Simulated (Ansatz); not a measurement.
`B[SiH2][SiH2]O` → B• + 7 H• + O• + 2 Si•  (atomization)

Program: Ansatz. Geometries: PBE0-D4/def2-TZVP. ΔE: electronic, gas phase. CCSD(T)/CBS adds triple-zeta CCSD(T) − MP2 to the extrapolated MP2 energy (def2 sets, frozen cores). This one scheme is used for every species, atoms too. Functionals use def2-TZVPP. B3LYP here is the variant with VWN-RPA as its local correlation; programs differ in this. HSE06 is defined as in plane-wave codes. Open shells (•) are unrestricted, without spin–orbit coupling. Spin–orbit coupling would lower the free atoms: a little for B, O, Si. One conformer a species, not always the lowest.

```
             level  ΔE (kJ/mol)  difference from CCSD(T)/CBS
       LDA (SPW92)       3905.4                        399.5
            PBE-D4       3498.6                         -7.3
         revPBE-D4       3436.3                        -69.6
           BLYP-D4       3477.5                        -28.4
         r2SCAN-D4       3515.1                          9.2
            B97M-V       3528.0                         22.1
           PBE0-D4       3470.6                        -35.3
          B3LYP-D4       3506.2                          0.3
        r2SCANh-D4       3498.8                         -7.1
        r2SCAN0-D4       3476.3                        -29.6
          HSE06-D4       3472.4                        -33.5
          BHLYP-D4       3449.3                        -56.6
      CAM-B3LYP-D4       3519.3                         13.4
           ωB97X-V       3528.0                         22.1
           ωB97M-V       3507.4                          1.5
            B2PLYP       3460.4                        -45.5
          PBE-QIDH       3460.8                        -45.1
               PBE       3477.5                        -28.4
            revPBE       3378.2                       -127.7
            r2SCAN       3509.9                          4.0
              PBE0       3452.6                        -53.3
             B3LYP       3472.0                        -33.9
           r2SCAN0       3470.1                        -35.8
             HSE06       3455.5                        -50.4
             BHLYP       3421.4                        -84.5
         CAM-B3LYP       3500.7                         -5.2
           LC-ωPBE       3468.1                        -37.8
       HF/def2-SVP       2622.3                       -883.6
      MP2/def2-SVP       3263.2                       -242.7
  CCSD(T)/def2-SVP       3259.5                       -246.4
     HF/def2-TZVPP       2651.7                       -854.2
SCS-MP2/def2-TZVPP       3444.9                        -61.0
   CCSD/def2-TZVPP       3380.4                       -125.5
CCSD(T)/def2-TZVPP       3415.3                        -90.6
     HF/def2-QZVPP       2658.0                       -847.9
    MP2/def2-QZVPP       3477.6                        -28.3
SCS-MP2/def2-QZVPP       3505.8                         -0.1
      HF/CBS(def2)       2659.0                       -846.9
     MP2/CBS(def2)       3514.1                          8.2
    CCSD/CBS(def2)       3471.0                        -34.9
       CCSD(T)/CBS       3505.9                            0
```

Largest T1 diagnostic among the species: 0.014.

From BLYP to BHLYP (50 % exact exchange), in def2-TZVPP and without D4, ΔE moves by −10.7 kJ/mol: exact exchange takes away binding that semilocal exchange gives to molecules. At CCSD(T), def2-SVP lies −246.4 kJ/mol from the extrapolated value and def2-TZVPP −90.6 kJ/mol: correlation converges slowly with the basis, and small sets miss more of it in the bonded molecule than in its fragments. The D4 term adds +34.1 kJ/mol with B3LYP and +18.0 kJ/mol with PBE0; it sums over pairs of atoms, weighted by their polarisabilities, and B3LYP, whose exchange is more repulsive, gets the larger term.

For atomizations the MP2-based limit and the directly extrapolated one differ by several kJ/mol either way, and by 10 to 25 for some Ge, Se and Sn compounds, so smaller differences from it don't rank the levels.
